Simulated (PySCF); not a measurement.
## Tc₃O⁺, singlet: data card

All numbers come from PySCF, PBE0, basis O def2-SVP, Tc def2-SVP with ECP28 (scalar-relativistic core potentials, no spin–orbit coupling, density fitting).

The structure is a minimum.

```json
{"Point group": "Cs", "Bond lengths": "O–Tc 1.830 Å (×2), Tc–Tc 2.126 Å (×2), Tc–Tc 2.628 Å", "Bond angles": "O–Tc–Tc 44.1° (×2), O–Tc–Tc 85.8° (×2), Tc–O–Tc 91.8°, Tc–Tc–Tc 51.8° (×2), Tc–Tc–Tc 76.3°", "Lowest empty level": "-7.96 eV", "Entropy at 298.15 K and 1 bar": "328.0 J/(mol K)", "Zero-point energy": "15.6 kJ/mol", "Principal quadrupole moments (Buckingham, traceless) about the centre of mass": "-19.40, 0.22, 19.18 D Å", "Heat capacity Cp at 298.15 K": "68.0 J/(mol K)", "Rotational symmetry number": "1", "Rotational constants": "0.07384, 0.04778, 0.03019 cm⁻¹", "Dipole moment about the centre of mass": "1.85 D", "Enthalpy at 298.15 K above 0 K": "14.81 kJ/mol", "Highest occupied level": "-10.42 eV", "Principal polarisabilities": "78.6, 101.8, 109.2 bohr³"}
```

Harmonic modes (masses in u: O 15.995, Tc 98.907):
```
symmetry  ω (cm⁻¹)  IR (km/mol)
      a'       252          8.5
     a''       265          0.9
      a'       349          0.6
      a'       414          5.1
     a''       609          0.3
      a'       727         79.2
```

Charges (e):
```
 atom  Mulliken  Löwdin  polar tensor  Mayer order to O1
   O1     -0.41    0.01         -0.44                  –
  Tc2      0.16    0.36          0.35               0.16
Tc3,4      0.63    0.31          0.55               1.08
```
Other Mayer orders above 0.3: Tc–Tc 1.26, Tc–Tc 2.76 (×2).

Mulliken populations on O1: s 3.90, p 4.49, d 0.02.

Outer orbital energies (eV). occupied: -14.26, -13.50, -12.85, -12.68, -11.36, -10.87, -10.47, -10.42; empty: -7.96, -7.67, -7.58, -7.27.

Stability towards spin polarisation was not tested. Only a few start shapes were tried, so a lower isomer may exist.

The final relaxation and frequency run took of the order of 4 core-minutes on a shared host.
